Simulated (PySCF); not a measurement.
Computed shifts of a molecule C3H8BNO, PBE/pcSseg-1 run with PySCF, GIAO, gas phase, atoms alike by connectivity averaged where their shifts nearly agree, in ppm (number of nuclei): ¹³C: 81.3 (1), 28.6 (1), 22.0 (1). ¹⁵N: 75.5 (1). ¹H: 5.02 (1), 3.00 (1), 2.78 (1), 1.89 (1), 1.57 (3), 1.19 (1). References: ¹³C against TMS (σ = 182.0 ppm); ¹¹B against BF3 (σ = 83.9 ppm); ¹⁵N against NH3 (σ = 267.0 ppm); ¹⁷O against H2O (σ = 334.3 ppm); ¹H against TMS (σ = 31.49 ppm), references at their B3LYP-D3(BJ)/def2-TZVP geometries, non-relativistic. Geometry optimised at B3LYP-D3(BJ)/def2-SVP. Other conformers were not sampled.

Task: Identify the compound among the candidates.
A) C=COB(C)N
B) C[C@@H]1OCB1N
C) CNB1CCO1
D) C[C@@H]1CB(N)O1

Result: D, C[C@@H]1CB(N)O1
